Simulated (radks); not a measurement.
Values are calculated unless marked as measured or tabulated.
Hg+, 79 electrons, occupied as [Xe] 4f14 5d10 6s1.

Level of theory: scalar-relativistic Kohn-Sham, PBE, spin-polarised, spherical densities, finite nucleus; open shells are filled with parallel spins first (spin-orbit coupling, left out, can overturn this in heavy ions); Fermi nuclear charge, rms radius 5.4648 fm (a radial shooting solver on a logarithmic mesh with Libxc functionals).

Energy parts (eV):
total: -533821.81
kinetic: 598875.13
electron-nucleus: -1328857.11
Hartree: 206229.05
exchange-correlation: -10068.89

Orbitals (lengths in bohr, moments of r in powers of bohr; r(max) is where P^2 peaks; r(90%) holds 90 % of the orbital's charge):
orbital  occ.  eigenvalue (eV)   r(max)   <1/r>  r(90%)
1s up       1        -83144.79  0.01023   97.53  0.0304
1s down     1        -83144.77  0.01023   97.53  0.0304
2s up       1        -14744.48  0.05915   22.88   0.109
2s down     1        -14744.48  0.05915   22.88   0.109
2p up       3        -12720.31  0.04906   20.28   0.103
2p down     3        -12720.30  0.04906   20.28   0.103
3s up       1        -3505.857   0.1668   8.484   0.265
3s down     1        -3505.847   0.1668   8.484   0.265
3p up       3        -2920.686   0.1664   7.721   0.272
3p down     3        -2920.676   0.1664   7.721   0.272
3d up       5        -2303.791   0.1355   7.259   0.256
3d down     5        -2303.784   0.1355   7.260   0.256
4s up       1        -777.8296   0.3757   3.642   0.572
4s down     1        -777.8147   0.3757   3.642   0.572
4p up       3        -585.8929   0.3958   3.284   0.617
4p down     3        -585.8749   0.3958   3.285   0.617
4d up       5        -357.7901   0.4028   2.947   0.669
4d down     5        -357.7685   0.4028   2.947   0.669
4f up       7        -104.9297   0.3666   2.534   0.772
4f down     7        -104.9058   0.3666   2.534   0.772
5s up       1        -127.1573   0.8277   1.504    1.29
5s down     1        -127.1322   0.8278   1.504    1.29
5p up       3         -75.6351   0.9284   1.278    1.51
5p down     3         -75.5798   0.9284   1.279    1.51
5d up       5         -18.9847    1.164  0.8924    2.29
5d down     5         -18.6574    1.160  0.9005    2.26
6s up       1         -15.0864    2.144  0.5055    3.68
6s down     0         -14.2567    2.136  0.5054    3.70

The highest occupied level is 6s up at -15.086 eV. The electron density at the nucleus is 2.5e+06 e/bohr^3 (large components only). Summed over all electrons, <r^2> = 50.34 bohr^2, which gives a Langevin (diamagnetic) susceptibility term of -39.9 x 10^-6 cm^3/mol. The density falls to 0.001 e/bohr^3 at r = 3.89 bohr. The spin density at the nucleus is 185.6 e/bohr^3 (1s 0.6, 2s 0.2, 3s 0.1, 4s -0.1, 5s 0.1, 6s 184.7).
